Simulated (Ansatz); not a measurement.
C12H16OTi (`C[C@@]12[C@H]3[C@H]4[C@H]5[C@@H]1[TiH]45321678([OH])[C@@H]2[C@H]1[C@H]6[C@@]7(C)[C@@H]28`), 30 atoms. The species carries charge 0 and has multiplicity 1. Correlated methods include outer-core shells of Ti, which these sets cover unevenly. Scalar relativity is left out up to krypton. All runs use 11 threads of an AMD EPYC 7R13 on a shared host and a whole NVIDIA H100 80 GB. Correlated methods freeze the cores.

Task: Give the basis size and wall time and peak host memory of each of these runs in Ansatz. RKS ωB97M-V/def2-QZVPP energy; RKS ωB97M-V/def2-TZVPP energy and forces; RKS PBE0-D4/def2-TZVP relaxation (20 steps); RKS PBE-QIDH (frozen core)/def2-TZVPP energy; RHF-CCSD(T)/def2-TZVPP energy; RKS PBE0-D4/def2-SVP energy; RHF-CCSD(T)/def2-SVP energy; RHF-MP2/def2-QZVPP energy; RKS PBE0-D4/def2-QZVPP energy; RKS r2SCAN-D4/def2-TZVPP energy and forces; RKS ωB97M-V/def2-SVP energy; RKS revPBE-D4/def2-TZVPP energy. (An estimate is asked.)

Result: Ansatz gave: Other jobs shared the machine, so times are rough.

| level | job | functions | wall time | peak host memory (GiB) |
| --- | --- | --- | --- | --- |
| RKS PBE0-D4/def2-SVP | energy | 293 | 1.7 s | 0.99 |
| RKS revPBE-D4/def2-TZVPP | energy | 691 | 2.4 s | 1.3 |
| RKS ωB97M-V/def2-SVP | energy | 293 | 2.6 s | 1.2 |
| RKS r2SCAN-D4/def2-TZVPP | energy and forces | 691 | 3.6 s | 1.3 |
| RKS PBE-QIDH (frozen core)/def2-TZVPP | energy | 691 | 5.5 s | 5.7 |
| RKS PBE0-D4/def2-QZVPP | energy | 1314 | 5.5 s | 2.1 |
| RKS ωB97M-V/def2-TZVPP | energy and forces | 691 | 6.5 s | 1.7 |
| RKS ωB97M-V/def2-QZVPP | energy | 1314 | 9 s | 2.4 |
| RHF-CCSD(T)/def2-SVP | energy | 293 | 11 s | 0.92 |
| RHF-MP2/def2-QZVPP | energy | 1314 | 16 s | 2.4 |
| RKS PBE0-D4/def2-TZVP | relaxation (20 steps) | 544 | 36 s | 1.5 |
| RHF-CCSD(T)/def2-TZVPP | energy | 691 | 5.6 min | 5.5 |
